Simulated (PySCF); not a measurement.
Cartesian coordinates in Å; atom numbers follow the order of the lines, from 1:
```xyz
15

O     2.5547   -1.4880   -0.1007
C     2.0422   -0.3988   -0.1149
O     2.7670    0.7309   -0.2099
C     0.5857   -0.1494   -0.0322
C    -0.2575   -1.2512    0.0764
C    -1.6263   -1.0686    0.1575
C    -2.1575    0.2141    0.1301
C    -1.3185    1.3142    0.0217
C     0.0526    1.1363   -0.0594
H     3.6912    0.4516   -0.2581
H     0.1828   -2.2406    0.0953
H    -2.2825   -1.9267    0.2425
H    -3.2303    0.3569    0.1939
H    -1.7349    2.3142    0.0001
H     0.7145    1.9882   -0.1441
```

Geometry: PBE0-D3(BJ)/def2-TZVP; GIAO shifts from PySCF 2.14, gas phase, non-relativistic, averaged over equivalent atoms.

At KT3/pcSseg-2 (408 basis functions):
```
  atoms  δ (ppm)
     O1    372.6
     O3    196.6
     C2    163.4
     C7    131.1
  C5/C9    129.1
     C4    126.7
  C6/C8    126.3
H11/H15     8.33
    H13     7.59
H12/H14     7.49
    H10     5.85
```

Chemical shifts δ = σref − σ; 17O (σ = 325.30 ppm) against H2O; TMS for 13C (σ = 183.24 ppm) and 1H (σ = 31.63 ppm), all at this level.

Estimate the result of repeating the calculation with B97-2/pcSseg-2.

Results:


```json
{"atoms": "O1", "δ at B97-2/pcSseg-2": "390.7", "change": "+18.1"}
{"atoms": "O3", "δ at B97-2/pcSseg-2": "194.2", "change": "-2.4"}
{"atoms": "C2", "δ at B97-2/pcSseg-2": "172.7", "change": "+9.3"}
{"atoms": "C7", "δ at B97-2/pcSseg-2": "140.5", "change": "+9.4"}
{"atoms": "C5/C9", "δ at B97-2/pcSseg-2": "138.6", "change": "+9.5"}
{"atoms": "C4", "δ at B97-2/pcSseg-2": "135.1", "change": "+8.4"}
{"atoms": "C6/C8", "δ at B97-2/pcSseg-2": "134.6", "change": "+8.3"}
{"atoms": "H11/H15", "δ at B97-2/pcSseg-2": "8.59", "change": "+0.26"}
{"atoms": "H13", "δ at B97-2/pcSseg-2": "7.85", "change": "+0.26"}
{"atoms": "H12/H14", "δ at B97-2/pcSseg-2": "7.72", "change": "+0.23"}
{"atoms": "H10", "δ at B97-2/pcSseg-2": "6.15", "change": "+0.30"}
```

Scale: 17O (327.66 ppm) against H2O; 13C (185.38 ppm) and 1H (31.64 ppm) against TMS (reference shieldings calculated alike).

The largest change is at O1 (carbonyl oxygen). Cost: 408 basis functions. The order of the carbon signals is the same at both levels.

The C=O carbon of an acid or of an amide with N–H lies up to 10 ppm further downfield in solution, through hydrogen bonding that the calculation lacks. Unscaled 17O shifts of doubly bonded oxygen tend to come out too high, by tens of ppm or more. Experimental scales use liquid or dissolved standards, which lie at an offset from isolated H2O (liquid H2O: subtract about 36 ppm).
